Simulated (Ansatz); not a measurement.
C$_{2}$H$_{3}$N$_{3}$ (SMILES c1nc[nH]n1), singlet, geometry from GFN2-xTB; PBE0/def2-SVP in Ansatz (an electronic-structure program).

Input for Ansatz:
Ansatz 0.2 input:
```yaml
crystal:
  periodic: [false, false, false]
  atoms:
    - {symbol: C, position_ang: [1.11923740, -0.03272439, -0.00697492]}
    - {symbol: N, position_ang: [0.42204774, 1.12248960, 0.01417623]}
    - {symbol: C, position_ang: [-0.82487582, 0.72748791, 0.01555713]}
    - {symbol: N, position_ang: [-0.87641108, -0.61852814, -0.00407798]}
    - {symbol: N, position_ang: [0.36888823, -1.10715438, -0.01853564]}
    - {symbol: H, position_ang: [2.18839575, -0.06992044, -0.01372567]}
    - {symbol: H, position_ang: [-1.68578985, 1.36316596, 0.02996358]}
    - {symbol: H, position_ang: [-1.67044963, -1.23947616, -0.00866946]}
basis:
  gaussian:
    orbitals: def2-SVP
    final_grid: {core_spheres: 4, valence_spheres: 8, degree: 17}
hamiltonian:
  xc: pbe0
```

The log (banner, timings and long lists left out):

```
Functional definition: PBE0
1006 factors; their error is unknown
mean field evaluation 1: about -6576.1553 eV, gradient 3.9e1 eV
mean field evaluation 2: about -6575.0057 eV, gradient 4.7e1 eV
mean field evaluation 4: about -6579.7958 eV, gradient 2.9e0 eV
mean field evaluation 8: about -6579.8105 eV, gradient 1.4e-1 eV
mean field evaluation 16: about -6579.7868 eV, gradient 1.7e-4 eV
mean field -6579.78679488 eV, -241.8027047723 hartree, gradient 3.9e-5 eV, S^2 0.000000; 0 other end points of the search recorded, 0 dependent functions left out
reference -6579.78681306 eV, -241.8027054401 hartree; 18, 18 occupied and 67, 67 virtual orbitals, 1006 factors
Total energy: -6579.78681306 eV, -241.8027054401 hartree
```
